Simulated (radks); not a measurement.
Trend from Rb2+ to Xe2+: ionisation energy by Delta-SCF between NIST ground configurations, and size. Calculated with a radial shooting solver on a logarithmic mesh with Libxc functionals: scalar-relativistic Kohn-Sham, PBE, spin-polarised, spherical densities, finite nucleus; open shells are filled with parallel spins first (spin-orbit coupling, left out, can overturn this in heavy ions); Fermi nuclear charge, rms radius of each element as measured or else 0.836 A^(1/3) + 0.57 fm.

| species | configuration | IE (eV) | NIST (eV) | kind | -e(HOMO) (eV) | r at 0.001 e/bohr^3 (bohr) |
|---|---|---|---|---|---|---|
| Rb2+ | [Ar] 3d10 4s2 4p5 | 39.278 | 39.247 | semi-emp. | 33.214 (4p) | 3.41 |
| Sr2+ | [Kr] | 42.993 | 42.884 | exp. | 36.517 (4p) | 3.33 |
| Zr2+ | [Kr] 4d2 | 23.164 | 23.170 | semi-emp. | 17.937 (4d) | 3.63 |
| Nb2+ | [Kr] 4d3 | 25.553 | 25.040 | semi-emp. | 19.985 (4d) | 3.62 |
| Mo2+ | [Kr] 4d4 | 27.830 | 27.1 | semi-emp. | 21.936 (4d) | 3.57 |
| Tc2+ | [Kr] 4d5 | 30.027 | 29.550 | semi-emp. | 23.819 (4d) | 3.51 |
| Ru2+ | [Kr] 4d6 | 28.429 | 28.470 | semi-emp. | 22.335 (4d) | 3.47 |
| Rh2+ | [Kr] 4d7 | 30.912 | 31.060 | semi-emp. | 24.474 (4d) | 3.42 |
| Pd2+ | [Kr] 4d8 | 33.285 | 32.930 | semi-emp. | 26.524 (4d) | 3.36 |
| Ag2+ | [Kr] 4d9 | 35.577 | 34.8 | semi-emp. | 28.508 (4d) | 3.30 |
| Cd2+ | [Kr] 4d10 | 37.809 | 37.47 | exp. | 30.444 (4d) | 3.24 |
| In2+ | [Kr] 4d10 5s1 | 28.574 | 28.044 | exp. | 24.150 (5s) | 3.56 |
| Sn2+ | [Kr] 4d10 5s2 | 30.692 | 30.506 | exp. | 26.091 (5s) | 3.69 |
| Sb2+ | [Kr] 4d10 5s2 5p1 | 24.651 | 25.324 | exp. | 20.514 (5p) | 3.87 |
| Te2+ | [Kr] 4d10 5s2 5p2 | 27.536 | 27.84 | exp. | 23.057 (5p) | 3.91 |
| I2+ | [Kr] 4d10 5s2 5p3 | 30.270 | 29.57 | exp. | 25.488 (5p) | 3.89 |
| Xe2+ | [Kr] 4d10 5s2 5p4 | 30.403 | 31.05 | semi-emp. | 25.686 (5p) | 3.86 |

Reference values: NIST Atomic Spectra Database (exp. = measured, semi-emp. = semi-empirical, theory = theoretical value adopted there). Open shells are spherical and high-spin; term and fine-structure splittings are not resolved. Spin-orbit splitting is averaged out at the scalar-relativistic level.
